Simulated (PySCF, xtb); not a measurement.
C4H7O, SMILES [CH2]C(=O)CC, multiplicity 2. The values are those of a single conformer.

Harmonic wavenumbers (cm⁻¹) from GFN2-xTB (xtb 6.7.1) at its own minimum, in rising order: 71, 196, 223, 318, 413, 473, 512, 711, 824, 834, 972, 1031, 1056, 1078, 1209, 1242, 1293, 1384, 1406, 1468, 1492, 1498, 1569, 2982, 3010, 3031, 3034, 3044, 3107, 3159.

### Question
What does PBE0-D3(BJ)/def2-SVP run with PySCF 2.14.0 give at its own minimum? (Estimate from the structure and the level; the computed values follow.)

### Answer
64, 210, 252, 365, 410, 498, 598, 711, 791, 810, 968, 1031, 1062, 1110, 1213, 1261, 1374, 1398, 1431, 1452, 1461, 1470, 1680, 3048, 3070, 3091, 3168, 3168, 3169, 3300. Paired by order, the mean absolute difference is 43 cm⁻¹ and the zero-point energies are 61.0 and 62.4 kcal/mol.
